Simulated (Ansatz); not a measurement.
```yaml
crystal:
  periodic: [true, true, true]
  atoms:
    - {symbol: C, position_ang: [1.929290, -0.379204, -2.069152]}
    - {symbol: N, position_ang: [1.575463, -0.265147, -0.788945]}
    - {symbol: Hf, position_ang: [-0.180296, -0.206147, -0.138389]}
    - {symbol: F, position_ang: [-1.225622, -1.404011, -0.947323]}
    - {symbol: N, position_ang: [-0.802857, 1.542338, -0.392598]}
    - {symbol: C, position_ang: [-2.074351, 1.936634, -0.323314]}
    - {symbol: N, position_ang: [-0.092696, -0.497457, 1.710054]}
    - {symbol: C, position_ang: [0.035567, -1.682659, 2.306664]}
    - {symbol: H, position_ang: [2.503539, 0.390541, -2.380350]}
    - {symbol: H, position_ang: [1.111607, -0.385971, -2.658180]}
    - {symbol: H, position_ang: [2.429880, -1.234411, -2.260792]}
    - {symbol: H, position_ang: [2.316658, -0.277821, -0.227671]}
    - {symbol: H, position_ang: [-0.242875, 2.239711, -0.646829]}
    - {symbol: H, position_ang: [-2.421383, 2.290583, -1.202470]}
    - {symbol: H, position_ang: [-2.666803, 1.161550, -0.070799]}
    - {symbol: H, position_ang: [-2.218989, 2.650944, 0.375237]}
    - {symbol: H, position_ang: [-0.196047, 0.187405, 2.330359]}
    - {symbol: H, position_ang: [-0.760657, -1.918748, 2.880176]}
    - {symbol: H, position_ang: [0.859969, -1.735206, 2.886954]}
    - {symbol: H, position_ang: [0.120594, -2.412907, 1.617357]}
basis:
  gaussian: {orbitals: def2-SVP}
total_charge: -1
magnetization: {spin_polarized: true, initial_magnetization: 1}
hamiltonian: {xc: {name: B2GP-PLYP}}
```

```sh
$ ansatz run in.yaml --threads 4 --pin off --events-out ev --progress --plain --max-ram 46080MiB --backend cpu
```

It prints (some lines left out):

```
Error: YAML parse error: error: line 2 column 3: crystal: missing field `lattice` (a structure is typed as `lattice` and `atoms`, a molecule's as `atoms` in Å alone, or read from a run's directory, `checkpoint`)
 --> <input>:2:3
1 | crystal:
2 |   periodic: [true, true, true]
3 |   atoms:
4 |     - {symbol: C, position_ang: [1.929290, -0.379204, -2.069152]}
```

Question: What is wrong with this run?

Answer: The molecule is marked periodic without a cell. The input was rejected before any iteration.
